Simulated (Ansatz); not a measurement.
Input for Ansatz (a quantum-chemistry and plane-wave program): U-CCSD(T)/cc-pVTZ on CH3Br (SMILES CBr), a point of a bond scan (R = 2.936 Å). The run froze 15 orbitals, filled d shells among them.

Ansatz 0.2 input:
```yaml
crystal:
  periodic: [false, false, false]
  atoms:
    - {symbol: C, position_ang: [-1.53381561, -0.04091863, -0.02869190]}
    - {symbol: Br, position_ang: [1.40076531, 0.03736916, 0.02620303]}
    - {symbol: H, position_ang: [-1.83024719, -0.68040431, -0.85265241]}
    - {symbol: H, position_ang: [-1.88710585, 0.97406916, -0.17260283]}
    - {symbol: H, position_ang: [-1.86976166, -0.44271605, 0.92074143]}
basis:
  gaussian:
    orbitals: cc-pVTZ
correlation: {method: ccsd_t, electrons: outside_noble_gas}
scf: {omitted_lower_state_checks: [cluster_reference]}
magnetization: {spin_polarized: true, initial_magnetization: 0}
```

The log:

```
WARN ansatz: RAYON_NUM_THREADS=2 ignored (pool sized by the plan → 2); use --threads N
Functional definition: HF
these checks for a lower state are left out or cut short: cluster_reference
integrals: 0.26 GiB planned
670 factors; integrals over basis functions are off by at most 9.9e-4 eV
mean field: 0.34 GiB planned
mean field evaluation 1: about -71074.6810 eV, gradient 1.1e1 eV
mean field evaluation 2: about -71074.6815 eV, gradient 1.1e1 eV
mean field evaluation 4: about -71075.6945 eV, gradient 2.0e0 eV
mean field evaluation 8: about -71075.7188 eV, gradient 3.4e-5 eV
mean field evaluation 16: about -71076.7802 eV, gradient 9.2e-2 eV
mean field evaluation 32: about -71076.6363 eV, gradient 2.8e0 eV
mean field evaluation 64: about -71076.2011 eV, gradient 4.1e-4 eV
mean field evaluation 96: about -71076.7484 eV, gradient 1.2e0 eV
mean field -71076.78029862 eV, -2612.0234984024 hartree, gradient 1.9e-6 eV, S^2 0.845449; 12 other end points of the search recorded, 0 dependent functions left out
15 core orbitals not correlated
reference -71076.78029862 eV, -2612.0234984024 hartree; 7, 7 occupied and 93, 93 virtual orbitals, 670 factors
second order -8.19326867 eV of doubles, -0.00000000 eV of singles
coupled cluster: 0.56 GiB planned
cycle   1  -8.98228782 eV  change   -7.9e-1 eV  update   6.9e-2
cycle   2  -9.26813749 eV  change   -2.9e-1 eV  update   3.0e-2
cycle   3  -9.30873670 eV  change   -4.1e-2 eV  update   2.4e-2
cycle   4  -9.34504636 eV  change   -3.6e-2 eV  update   2.0e-2
cycle   5  -9.38162924 eV  change   -3.7e-2 eV  update   1.2e-2
cycle   6  -9.40208084 eV  change   -2.0e-2 eV  update   5.7e-3
cycle   7  -9.40948838 eV  change   -7.4e-3 eV  update   3.0e-3
cycle   8  -9.41330874 eV  change   -3.8e-3 eV  update   1.2e-3
cycle   9  -9.41299520 eV  change    3.1e-4 eV  update   5.8e-4
cycle  10  -9.41351237 eV  change   -5.2e-4 eV  update   1.9e-4
cycle  11  -9.41357595 eV  change   -6.4e-5 eV  update   7.6e-5
cycle  12  -9.41353136 eV  change    4.5e-5 eV  update   2.0e-5
cycle  13  -9.41353064 eV  change    7.2e-7 eV  update   7.3e-6
coupled cluster: 0.56 GiB planned
perturbative correction -0.38082817 eV, -0.0139951771 hartree
Total energy: -71086.57465743 eV, -2612.3834344497 hartree
Checks for a lower state left out: cluster_reference
```

The calculation finished and met its thresholds. Its determinant has ⟨S²⟩ = 0.85, a mixture of spin states.

Cost: about 24 core-seconds (a rough figure).
